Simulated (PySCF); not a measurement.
Predicted microwave data (PBE0-D3(BJ)/def2-SVP geometry optimisation, gas phase (PySCF)) for one isomer of C6H5BrO:

* Rotational constants: A = 2917, B = 991.1, C = 739.7 MHz
* Dipole components: |μa| = 0.25 D, |μb| = 0.67 D, |μc| = 0.00 D
* Inertial defect: 0.00 u·Å²
* κ: -0.77

Question: Which structure is it? (One computed conformer of each.)
A. `[OH:1][c:2]1[cH:3][cH:4][c:5]([Br:6])[cH:7][cH:8]1` with H–O1–C2–C3 180° (4-bromophenol)
B. `[OH:1][c:2]1[cH:3][cH:4][cH:5][cH:6][c:7]1[Br:8]` with H–O1–C2–C3 180°

Answer: B. It is Oc1ccccc1Br, an asymmetric top, point group Cs. The candidates at the same level (rigid rotor, commonest isotopes):

```tsv
SMILES	A (MHz)	B (MHz)	C (MHz)	μa (D)	μb (D)	μc (D)	Δ (u·Å²)	point group	rotor
Oc1ccc(Br)cc1	5647	636.0	571.6	1.98	1.35	0.00	0.00	Cs	near-prolate asymmetric top
Oc1ccccc1Br	2917	991.1	739.7	0.25	0.67	0.00	0.00	Cs	asymmetric top
```

`Oc1ccc(Br)cc1` has A 94 % too high. In the right answer the mirror of this Cs structure is the ab plane, so μc vanishes by symmetry. No structure here is proved a minimum.
